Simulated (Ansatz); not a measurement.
CH5ISn, SMILES `[CH3][SnH2][I]`. Charge 0, multiplicity 1. Sn, I takes the def2 core potential. Geometry: relaxed with PBE0-D4/def2-TZVP.

```xyz
8

C     0.579    0.147    1.042
Sn   -0.669   -0.115   -0.665
I     0.957   -0.225   -2.809
H     1.149    1.069    0.933
H    -0.032    0.202    1.944
H     1.266   -0.695    1.119
H    -1.529   -1.588   -0.638
H    -1.720    1.204   -0.926
```

(1) What is the dipole moment at ωB97M-V/def2-TZVPP? (Best estimate.)

(2) And with PBE, r2SCAN, B3LYP? (Best estimate.)

(3) Give the Mulliken charges with ωB97M-V, B3LYP, PBE in def2-TZVPP. (Estimate.)

Results:

(1) Computed: 2.64 D, with components (-0.87, 0.20, 2.48) D in this frame, pointing from negative to positive charge.

(2) The calculation gave: PBE 2.50 D, r2SCAN 2.61 D, B3LYP 2.57 D.

(3) Computed: 
| atom | ωB97M-V | B3LYP | PBE |
| --- | --- | --- | --- |
| C1 | -0.59 | -0.56 | -0.55 |
| Sn2 | 0.58 | 0.72 | 0.66 |
| I3 | -0.28 | -0.32 | -0.31 |
| H4 | 0.15 | 0.13 | 0.14 |
| H5 | 0.14 | 0.13 | 0.13 |
| H6 | 0.15 | 0.13 | 0.14 |
| H7 | -0.08 | -0.12 | -0.10 |
| H8 | -0.08 | -0.12 | -0.10 |

B3LYP here is the variant with VWN-RPA as its local correlation; programs differ in this.
